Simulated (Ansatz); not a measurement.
C₂H₅BrOSi, SMILES `O=C([SiH3])CBr`, relaxed with RKS PBE-D4/def2-SVP in Ansatz 0.2.0 from a rough embedded geometry. The force threshold is 0.03 eV/Å; the program also tests the step.

Total charge 0; spin multiplicity 1.

Start:

```xyz
10

O     0.239    1.747    0.870
C     0.017    0.728    0.221
Si    0.399   -0.861    1.104
C    -0.621    0.615   -1.152
Br    0.907    0.714   -2.413
H     1.836   -1.109    1.315
H    -0.328   -0.985    2.440
H    -0.155   -2.064    0.313
H    -1.118   -0.294   -1.347
H    -1.175    1.508   -1.351
```

```tsv
step	energy (eV)	largest force (eV/Å)	largest move (Å)
1	-82091.8951	2.436	0.000
2	-82092.1756	0.892	0.101
3	-82092.2227	1.024	0.084
4	-82092.2520	0.466	0.056
5	-82092.2706	0.226	0.112
6	-82092.2855	0.402	0.194
7	-82092.2884	0.564	0.069
8	-82092.2897	0.789	0.063
9	-82092.3040	0.124	0.106
10 (rejected)	-82092.3039	0.096	0.046
11	-82092.3059	0.034	0.022
12	-82092.3060	0.068	0.027
13 (rejected)	-82092.3059	0.040	0.019
14	-82092.3062	0.016	0.004
```

End:

```xyz
10

O    -0.233    1.699    0.992
C    -0.183    0.698    0.296
Si    0.465   -0.978    1.077
C    -0.586    0.756   -1.175
Br    0.891    0.047   -2.253
H     1.955   -0.875    1.225
H    -0.167   -1.065    2.437
H     0.105   -2.190    0.264
H    -1.464    0.110   -1.378
H    -0.784    1.800   -1.485
```

Run time 21 s (4 threads of an Arm Neoverse V1 on a shared host); peak host memory 0.18 GiB.
